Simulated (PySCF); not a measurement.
## Rubidium: highly charged ions in a basis for the neutral atom

Rb¹³⁺ [Ar] 3d6, Rb¹⁴⁺ [Ar] 3d5. Computed with PySCF 2.14 in jorge-DZP-DKH (8s6p2d, 36 functions), with the spin-free X2C one-electron Hamiltonian (Gaussian nucleus). No spin-orbit coupling, so a gap to NIST mixes the basis error with missing relativistic terms.

Changed run: basis of the neutral atom used for a highly charged ion. This setting is unsound on purpose.

```tsv
species	method	sound run (hartree)	changed run (hartree)	converged
Rb¹³⁺	UHF	not run	-2904.09880	yes
Rb¹³⁺	B3LYP	not run	-2905.35392	yes
Rb¹³⁺	r2SCAN	not run	-2905.33949	yes
Rb¹⁴⁺	UHF	not run	-2887.35875	yes
Rb¹⁴⁺	B3LYP	not run	-2888.52277	yes
Rb¹⁴⁺	r2SCAN	not run	-2888.51814	yes
```

Ionisation energy of Rb¹³⁺:

```tsv
method	changed run (eV)	NIST (eV)
UHF	455.52	443 ± 3
B3LYP	458.00	443 ± 3
r2SCAN	457.73	443 ± 3
```

The contracted functions were made for the neutral atom and can be too rigid for a highly charged ion.
